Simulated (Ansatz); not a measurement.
Reactions of `CCSC`.

Isolated molecules relaxed with PBE0-D4/def2-TZVP in Ansatz; ΔE leaves out vibrations. CBS: MP2 limit from def2 TZ/QZ plus the TZ coupled-cluster correction, frozen cores. This one scheme is used for every species. Double bonds are as drawn, so ΔE can hold a change between cis and trans. Elements past krypton have def2 core potentials. For Sb, Te outer-core shells are correlated without core-valence functions, which leaves a few kJ/mol of doubt a bond. Each species was taken in one conformer, which may not be the lowest.

| reaction | HF/CBS(def2) (kJ/mol) | CCSD(T)/CBS(def2) (kJ/mol) |
| --- | --- | --- |
| `CCSC` + `CBO` → `CBOCC` + CH₃SH | 21 | 38 |
| `CCSC` + `C/N=C/Cl` → `C/N=C(/C)Cl` + `CCS` | -37 | -42 |
| `CCSC` + CH₃NH₂ → `CNCSC` + CH₄ | 15 | 11 |
| `CCSC` + `[F][AlH][SH]` → `C[S][AlH][F]` + `CCS` | 15 | 16 |
| `CCSC` + H₂Te → `CC[TeH]` + CH₃SH | -2 | -6 |
| `CCSC` + `[SH][SbH2]` → `C[S][SbH2]` + `CSC` | 18 | 18 |
| `CCSC` + `[OH][Sb]([F])[F]` → `C[O][Sb]([F])[F]` + `CSC` | 44 | 56 |

Largest T1 diagnostic: 0.015, for `[OH][Sb]([F])[F]`.
